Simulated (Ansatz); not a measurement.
One change: `[SiH3][N]([SiH3])[Mg][Cl]` becomes `[CH3][AlH][N]([SiH3])[SiH3]`.

Ansatz, PBE0-D4/def2-TZVP geometries, multiplicity 1. Each molecule was computed in one conformer, which needn't be the lowest.

| property | `[SiH3][N]([SiH3])[Mg][Cl]` |
| --- | --- |
| HOMO–LUMO gap (ωB97M-V/def2-TZVPP) / eV | 9.59 |
| HOMO energy (PBE/def2-TZVPP) / eV | -6.35 |
| HOMO energy (PBE0/def2-TZVPP) / eV | -7.61 |
| HOMO–LUMO gap (PBE/def2-TZVPP) / eV | 3.89 |
| HOMO energy (ωB97M-V/def2-TZVPP) / eV | -9.87 |
| size of the dipole moment (ωB97M-V/def2-TZVPP) / D | 1.04 |

Problem. What does the change do to each property? (Estimate.)

Solution. Computed: 
| property | `[CH3][AlH][N]([SiH3])[SiH3]` | shift |
| --- | --- | --- |
| HOMO–LUMO gap (ωB97M-V/def2-TZVPP) / eV | 10.69 | 1.10 |
| HOMO energy (PBE/def2-TZVPP) / eV | -6.47 | -0.12 |
| HOMO energy (PBE0/def2-TZVPP) / eV | -7.72 | -0.11 |
| HOMO–LUMO gap (PBE/def2-TZVPP) / eV | 4.87 | 0.98 |
| HOMO energy (ωB97M-V/def2-TZVPP) / eV | -9.98 | -0.11 |
| size of the dipole moment (ωB97M-V/def2-TZVPP) / D | 1.06 | 0.02 |

With PBE0 the HOMO falls by 0.11 eV and the LUMO rises by 0.89 eV, so the gap widens by about 1.00 eV. PBE moves the HOMO by -0.12 eV and ωB97M-V by -0.11 eV. Dipoles are sizes alone; their direction can turn.
